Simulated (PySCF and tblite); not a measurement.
Values are calculated unless marked as measured or tabulated.
Stationary points of C6H6F2S at GFN2-xTB, in Å:

Structure A

```
 1 F    -2.929    0.396    0.001
 2 C    -1.751    0.159    0.628
 3 F    -1.625    1.136    1.555
 4 C    -0.588    0.162   -0.382
 5 C     0.424    1.236   -0.098
 6 C     1.664    0.745    0.001
 7 C     1.669   -0.680   -0.185
 8 S     2.972   -1.655   -0.174
 9 C     0.248   -1.130   -0.399
10 H    -1.856   -0.794    1.170
11 H    -1.041    0.345   -1.364
12 H     0.131    2.265    0.006
13 H     2.562    1.305    0.189
14 H     0.159   -1.669   -1.342
15 H    -0.040   -1.823    0.394
```

Structure B

```
 1 F    -2.508    1.223    0.570
 2 C    -1.746    0.116    0.728
 3 F    -1.262    0.161    1.990
 4 C    -0.611    0.091   -0.299
 5 C     0.331    1.246   -0.109
 6 C     1.591    0.839    0.076
 7 C     1.678   -0.596    0.035
 8 S     3.032   -1.487    0.162
 9 C     0.289   -1.147   -0.153
10 H    -2.409   -0.761    0.655
11 H    -1.085    0.145   -1.285
12 H    -0.027    2.261   -0.117
13 H     2.451    1.464    0.232
14 H     0.248   -1.803   -1.023
15 H     0.016   -1.743    0.720
```

Structure C

```
 1 F    -2.619   -0.696    0.486
 2 C    -1.665    0.201    0.827
 3 F    -2.293    1.394    0.949
 4 C    -0.581    0.270   -0.251
 5 C     0.494    1.242    0.138
 6 C     1.687    0.647    0.253
 7 C     1.591   -0.758   -0.044
 8 S     2.810   -1.835   -0.007
 9 C     0.164   -1.065   -0.405
10 H    -1.273   -0.079    1.817
11 H    -1.076    0.581   -1.177
12 H     0.273    2.281    0.304
13 H     2.615    1.115    0.525
14 H     0.109   -1.446   -1.426
15 H    -0.241   -1.844    0.243
```

Geometries: GFN2-xTB; energies: BHandHLYP/pcSseg-1 + D3(BJ); zero-point and thermal terms from GFN2-xTB harmonic modes (soft modes blended into free rotors).

Question: Which structure is a saddle point, and along which motion?

Answer: A: one imaginary mode (58i cm⁻¹ at GFN2-xTB, mostly on F1, F3), along the rotation about the C2–C4 bond (torsion F1–C2–C4–C5 from -179° to -297°, falling).

Question: Give their symmetry and energies above the lowest.

Answer: A C1, 4.6 kcal/mol; B C1, 0.3 kcal/mol; C C1, 0.0 kcal/mol.
